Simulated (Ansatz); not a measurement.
The cluster Cs2I2, relaxed as a quintet with UKS B3LYP-D4/def2-SVP in Ansatz, starting from the B3LYP-D4/def2-SVP geometry of the neutral singlet. Force threshold 0.02 eV/Å.

In the def2 sets Cs, I take a core potential; there is no spin–orbit coupling. At B3LYP-D4/def2-SVP a singlet of charge 0 lies 7.81 eV below the quintet, each at its own geometry. The structure comes from a short search, and lower isomers may exist.

Start:

```csv
atom,x (Å),y (Å),z (Å)
Cs1,-2.115,0.137,-1.374
Cs2,2.115,-0.137,1.373
I3,-0.933,1.832,1.620
I4,0.934,-1.832,-1.620
```

Question: Estimate the energy that the relaxation releases and the steps that it takes.

Answer: 130.8 kJ/mol, in 14 steps; 1.9 min on 4 threads of Arm Neoverse V2 on a shared host. No frequencies were taken in this run, so the end may be a saddle point.

Question: Does the start keep its bonding and symmetry?

Answer: Bonds lost: Cs1–I3, Cs1–I4, Cs2–I3, Cs2–I4 (atoms count from 1). Metal–metal contacts that move far: Cs1–Cs2 5.05 to 6.32 Å. Point group D2h at the start, D2h at the end, both within 0.05 Å.

Question: Predict the relaxed structure.

Answer: 
```xyz
4

Cs   -2.647    0.171   -1.719
Cs    2.647   -0.171    1.719
I    -1.457    2.859    2.528
I     1.457   -2.860   -2.528
```
Bond lengths (bridged metal pairs left out): .
